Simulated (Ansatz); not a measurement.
Cartesian coordinates (Å):
```xyz
6

Cl     2.4902    -0.8710     0.8990
Si     1.0304     0.4003     0.2113
Si    -1.0304    -0.4003     0.3174
Cl    -2.4902     0.8711    -0.3704
H      1.2625     1.7321     0.8311
H     -1.2625    -1.7320    -0.3025
```
Charge 0, spin multiplicity 1.

Method: frozen-core CCSD(T)/cc-pVQZ // PBE0-D3(BJ)/def2-TZVP in Ansatz (a first-principles code). The restricted HF reference is unstable towards unrestricted orbitals.

The HF energy comes out as -1498.13616 Ha and the MP2 correlation energy is -0.66099 Ha.

**Question.** Estimate the CCSD correlation energy, the (T) correction, the total energy and the T1 diagnostic.

**Answer.** 
```
Item                             Result
-----------------------  --------------
CCSD correlation energy     -0.71187 Ha
(T) correction              -0.03767 Ha
CCSD(T) total energy     -1498.88570 Ha
T1 diagnostic                     0.015
```
